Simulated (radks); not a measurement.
Values are calculated unless marked as measured or tabulated.
Initial-state core-level shifts of neutral terbium when its valence configuration changes from [Xe] 4f9 6s2. Code: a radial shooting solver on a logarithmic mesh with Libxc functionals. Model: Dirac Kohn-Sham, PBEsol, spin-unpolarised, spherical densities, point nucleus; open shells fill j = l - 1/2 first. Shifts are changes of the shell-averaged eigenvalues in eV (positive: less bound).

| valence | 2s | 3s | 4p | 5p |
|---|---|---|---|---|
| 4f9 5d2 | +1.216 | +1.160 | +1.211 | +1.313 |
| 4f8.5 6s2 6p0.5 | -4.650 | -4.990 | -4.820 | -2.922 |
| 4f8.5 5d0.5 6s2 | -3.207 | -3.576 | -3.388 | -1.508 |
| 4f11 | +2.842 | +3.381 | +3.233 | +0.495 |
| 4f9 6s1.5 6p0.5 | -0.622 | -0.613 | -0.620 | -0.643 |
| 4f9 6s1 6p1 | -1.217 | -1.199 | -1.212 | -1.258 |
| 4f9 5d1 6s1 | +0.876 | +0.841 | +0.871 | +0.928 |
| 4f8 6s2 6p1 | -9.860 | -10.615 | -10.177 | -5.947 |
| 4f8 5d1 6s2 | -6.695 | -7.508 | -7.046 | -2.961 |
